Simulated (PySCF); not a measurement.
## Electronic structure of Sc(2+) (scandium, charge +2) at the UHF level

Configuration: [Ar] 3d1, 2D determinant. Computed with PySCF 2.14 in aug-cc-pVDZ, with the non-relativistic Hamiltonian (point nucleus).

| Item | Value |
| --- | --- |
| Total energy | -759.093648 hartree |
| One-electron energy | -1028.5622 hartree |
| Hartree (Coulomb) energy | 307.2702 hartree |
| Exchange energy | -37.8017 hartree |
| Kinetic energy | 758.98445 hartree |
| ⟨S²⟩ | 0.7513 |
| ⟨L²⟩ | 6.014 |
| Sum of ⟨r⟩ | 13.41 bohr |
| Sum of ⟨r²⟩ | 16.31 bohr² |
| Traceless quadrupole moment −½Σ⟨3z² − r²⟩ along its main axis | 0.813 e·bohr² |
| Density at the nucleus (Gaussians lack the cusp) | 6130 bohr⁻³ |
| Spin density at the nucleus | -0.0589 bohr⁻³ |
| Langevin diamagnetic susceptibility | -12.9 ×10⁻⁶ cm³/mol |
| Time after the integrals | 0.36 s of wall time on 1 thread of Neoverse-V1 (shared host) |

```json
{"shell": "1s β", "electrons": "1", "mean orbital energy (eV)": "-4530.1", "spread (eV)": "0", "rms radius, mean of both spins (bohr)": "0.0852"}
{"shell": "1s α", "electrons": "1", "mean orbital energy (eV)": "-4530.1", "spread (eV)": "0", "rms radius, mean of both spins (bohr)": "0.0852"}
{"shell": "2s α", "electrons": "1", "mean orbital energy (eV)": "-534.82", "spread (eV)": "0", "rms radius, mean of both spins (bohr)": "0.373"}
{"shell": "2s β", "electrons": "1", "mean orbital energy (eV)": "-534.43", "spread (eV)": "0", "rms radius, mean of both spins (bohr)": "0.373"}
{"shell": "2p α", "electrons": "3", "mean orbital energy (eV)": "-442.06", "spread (eV)": "0.077", "rms radius, mean of both spins (bohr)": "0.341"}
{"shell": "2p β", "electrons": "3", "mean orbital energy (eV)": "-441.66", "spread (eV)": "0.561", "rms radius, mean of both spins (bohr)": "0.341"}
{"shell": "3s α", "electrons": "1", "mean orbital energy (eV)": "-85.708", "spread (eV)": "0", "rms radius, mean of both spins (bohr)": "1.16"}
{"shell": "3s β", "electrons": "1", "mean orbital energy (eV)": "-84.112", "spread (eV)": "0", "rms radius, mean of both spins (bohr)": "1.16"}
{"shell": "3p α", "electrons": "3", "mean orbital energy (eV)": "-59.024", "spread (eV)": "1.058", "rms radius, mean of both spins (bohr)": "1.27"}
{"shell": "3p β", "electrons": "3", "mean orbital energy (eV)": "-57.020", "spread (eV)": "1.619", "rms radius, mean of both spins (bohr)": "1.27"}
{"shell": "3d α", "electrons": "1", "mean orbital energy (eV)": "-24.851", "spread (eV)": "0", "rms radius, mean of both spins (bohr)": "1.72"}
```
